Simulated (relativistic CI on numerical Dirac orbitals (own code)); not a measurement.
# d5 in a ligand field

Computed with a parametric ligand-field model of a d^n configuration (Racah B and C, spin-orbit zeta, crystal field), exact diagonalisation.

Field parameters in Wybourne normalisation: Td as Oh with Dq negative (B⁴₀ = 21Dq, B⁴₄ = √(5/14) B⁴₀). The field is a parameter set, without covalency.

B = 490 cm⁻¹, C = 2450 cm⁻¹ (C/B = 5.00), Td, no spin-orbit coupling. Tanabe-Sugano data, E/B above the lowest term (Δ = |10Dq|; b, c mark the second and third term of a kind):

```csv
Δ/B,6A1,4T1,4T2,4T2(b),2T2,2A2
1.0,0.00,34.88,34.98,41.96,50.85,50.91
1.9,0.00,34.58,34.93,41.87,50.44,50.69
2.8,0.00,34.14,34.84,41.72,49.79,50.35
3.7,0.00,33.59,34.72,41.52,48.91,49.90
4.6,0.00,32.96,34.57,41.30,47.82,49.37
5.5,0.00,32.26,34.36,41.04,46.56,48.77
6.4,0.00,31.54,34.12,40.78,45.21,48.12
7.3,0.00,30.79,33.82,40.52,43.78,47.44
8.2,0.00,30.01,33.48,40.27,42.30,46.72
9.1,0.00,29.22,33.09,40.03,40.77,45.98
10.0,0.00,28.41,32.65,39.81,39.21,45.21
10.9,0.00,27.60,32.16,39.61,37.62,44.43
11.8,0.00,26.77,31.63,39.44,36.02,43.64
12.7,0.00,25.94,31.06,39.28,34.39,42.83
13.6,0.00,25.10,30.45,39.14,32.76,42.01
14.5,0.00,24.25,29.81,39.03,31.11,41.19
15.4,0.00,23.38,29.13,38.92,29.41,40.34
16.3,0.00,22.53,28.44,38.83,27.74,39.50
17.2,0.00,21.67,27.72,38.75,26.07,38.65
18.1,0.00,20.81,26.99,38.68,24.38,37.81
19.0,0.00,19.95,26.24,38.62,22.69,36.95
19.9,0.00,19.09,25.48,38.57,21.00,36.10
20.8,0.00,18.22,24.71,38.52,19.30,35.24
21.7,0.00,17.35,23.92,38.48,17.59,34.38
```

The ground term stays 6A1.
